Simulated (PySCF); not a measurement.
Computed IR spectrum (relative IR intensity) of a molecule C4H4Cl2. Geometry optimised at B3LYP-D3(BJ)/def2-SVP. One conformer was computed; it need not be the lowest. Computed with B3LYP-D3(BJ)/def2-SVP (PySCF). Frequencies are harmonic and unscaled.

Lines under 2 % of the strongest are left out, and lines within 2 cm⁻¹ are merged.

| ν (cm⁻¹) | relative intensity |
|---|---|
| 280 | 4.9 |
| 341 | 5.1 |
| 506 | 11 |
| 527 | 12 |
| 650 | 56 |
| 732 | 81 |
| 893 | 19 |
| 900 | 42 |
| 1057 | 100 |
| 1171 | 19 |
| 1260 | 60 |
| 1300 | 16 |
| 1442 | 13 |
| 1462 | 12 |
| 2073 | 17 |
| 3089 | 12 |
| 3111 | 2.0 |
| 3165 | 2.1 |

Which molecule gave these data?
A. C=CC=C(Cl)Cl
B. ClC1=C(Cl)CC1
C. C#CCC(Cl)Cl
D. C=C=C(Cl)CCl

D, C=C=C(Cl)CCl
